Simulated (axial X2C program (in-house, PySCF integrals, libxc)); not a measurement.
# Potential curves of MoAs, without spin–orbit coupling

All values were computed with an axial X2C code built on PySCF integrals. Spin-free means the one-electron spin-free X2C Hamiltonian. Basis: Mo dyall-v3z [11s12p9d3f2g], As dyall-v3z [9s9p6d1f] (cores contracted in-house); Gaussian nuclei, density fitting, unrestricted open shells. Masses: Mo 97.905 u, As 74.922 u.

State: M_S = 3/2, Λ = 0 (beyond evenly filled blocks: σα, δ+α, δ-α). Energies in cm⁻¹ from the fragments at the same level (Mo + As). Fits are polynomials in 1 − R0/R over 0.85 to 1.23 times the lowest point R0.

```json
{"R (Å)": "1.9914", "PBE": "-18534"}
{"R (Å)": "2.0830", "PBE": "-23076"}
{"R (Å)": "2.1517", "PBE": "-24713"}
{"R (Å)": "2.2203", "PBE": "-25283"}
{"R (Å)": "2.2890", "PBE": "-25103"}
{"R (Å)": "2.3691", "PBE": "-24270"}
{"R (Å)": "2.4492", "PBE": "-23033"}
{"R (Å)": "2.5522", "PBE": "-21144"}
{"R (Å)": "2.6781", "PBE": "-18690"}
{"R (Å)": "2.8613", "PBE": "-15231"}
```

One determinant describes the state; a PBE0 search over occupations chose it and may have missed a lower one. Dissociation energies refer to the lowest single-determinant-based atoms at the same level and basis. The determinant is spin-polarised beyond a pure state at some levels (its spin-free form has ⟨S²⟩ too high), which makes Re and μ there less reliable.

Fit the PBE curve near its minimum: give the equilibrium distance, the harmonic wavenumber and the well depth.

At PBE, spin-free: Re = 2.235 Å, ωe ≈ 340 cm⁻¹, De = 3.14 eV to Mo + As; Be follows as 0.0795 cm⁻¹.
